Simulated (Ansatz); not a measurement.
Si15⁺. The state is a doublet with charge 1. Geometry r2SCAN-D4/def2-SVP, loosely relaxed, that of the neutral singlet.

| atom | x (Å) | y (Å) | z (Å) |
| --- | --- | --- | --- |
| Si1 | 0.810 | -2.078 | 1.626 |
| Si2 | -1.715 | 1.345 | 0.054 |
| Si3 | 2.876 | -0.470 | -2.396 |
| Si4 | -0.677 | -0.266 | 2.129 |
| Si5 | 2.526 | 1.991 | -1.972 |
| Si6 | 3.709 | 0.512 | -0.271 |
| Si7 | -2.664 | -1.542 | 2.746 |
| Si8 | -1.635 | 0.934 | -2.343 |
| Si9 | 0.624 | 0.455 | -1.849 |
| Si10 | 1.696 | -0.914 | -0.235 |
| Si11 | -3.234 | -0.223 | 0.852 |
| Si12 | -1.388 | -2.245 | 0.788 |
| Si13 | 1.474 | 1.405 | 0.157 |
| Si14 | -2.176 | -0.954 | -1.034 |
| Si15 | -0.225 | 2.051 | 1.746 |

The geometry of the charge 1 doublet is only loosely relaxed. The structure comes from a short search, and lower isomers may exist.

Problem. Estimate the α-spin orbital energies around the gap (eV) in Ansatz with PBE-D4/def2-SVP, PBE0-D4/def2-SVP.

Solution. 
```
orbital  PBE-D4/def2-SVP  PBE0-D4/def2-SVP
 HOMO−5            -9.69            -10.55
 HOMO−4            -9.64            -10.51
 HOMO−3            -9.29            -10.13
 HOMO−2            -9.25            -10.09
 HOMO−1            -8.95             -9.73
   HOMO            -8.92             -9.71
   LUMO            -7.58             -7.11
 LUMO+1            -7.19             -6.68
 LUMO+2            -7.01             -6.48
 LUMO+3            -6.79             -6.21
 LUMO+4            -6.46             -5.85
 LUMO+5            -6.23             -5.62
 β HOMO            -8.90             -9.66
 β LUMO            -8.69             -8.43
```
